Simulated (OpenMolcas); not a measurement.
Computed levels of 5s² 5p² in ions with 50 electrons, in cm-1 above ³P₀.

* Program: OpenMolcas 26.06
* Method: SS-RASPT2, IPEA 0.25 Eh, imaginary shift 0.1 Eh
* Basis: ANO-RCC-VTZP
* Scalar Hamiltonian: DKH2, point nucleus
* Spin-orbit coupling: RASSI with atomic mean-field integrals over the reference wave functions, term energies averaged over their components

Active space for each ion: 4 electrons in 9 orbitals (RAS2 5s 5p; RAS3 5d, at most 2 electrons); closed shells correlated by CASPT2: 4d.

```json
{"Level": "³P₁", "Sn": "1443", "Sb+": "2580", "Te2+": "4050", "Xe4+": "7780"}
{"Level": "³P₂", "Sn": "3080", "Sb+": "5050", "Te2+": "7320", "Xe4+": "12530"}
{"Level": "¹D₂", "Sn": "8980", "Sb+": "12420", "Te2+": "16300", "Xe4+": "25780"}
{"Level": "¹S₀", "Sn": "17780", "Sb+": "23920", "Te2+": "29920", "Xe4+": "42790"}
```

Task: Estimate ³P₂, ¹D₂, ¹S₀ for I3+ from its neighbours Te2+ and Xe4+.

Result: ³P₂ is fine structure, which grows about as the fourth power of a screened charge, so the fourth roots are averaged: ((7320^0.25 + 12530^0.25) / 2)^4 = 9664. The calculation gives 9940, so the estimate is off by -2.8 %.
¹D₂ is another term, which grows about linearly with the charge: (16300 + 25780) / 2 = 21040. The calculation gives 20960, so the estimate is off by +0.4 %.
¹S₀ is another term, which grows about linearly with the charge: (29920 + 42790) / 2 = 36355. The calculation gives 36260, so the estimate is off by +0.3 %.

Mixed levels, with the weight of the term that names them: Xe4+ ³P₂ (73 %), Xe4+ ¹D₂ (73 %).

Term energies are means over components that CASPT2 splits; among the terms shown or strongly mixed into the levels shown the widest spread is 17 cm-1 (5s² 5p² ¹D, Xe4+). Some high roots are left out of the spin-orbit mixing, which shifts the levels that they would mix with (holds for Sn). Active for correlation alone: 5d; no level in the range computed is led by a configuration that fills it, so any true level of that kind is missing (holds for Sn; Xe4+). The run also gave levels led by 5s² 5p 5d, which use shells meant for correlation; these and all levels above them are left out (holds for Sb+). Some terms miss by over 15 % even with CASPT2, which points to a basis or an active space too small for the shells correlated (holds for Sb+). The run also gave levels led by 5s 5p² 5d, 5s² 5p 5d, which use shells meant for correlation; these and all levels above them are left out (holds for Te2+; I3+). Levels of configurations outside the active space are missing.
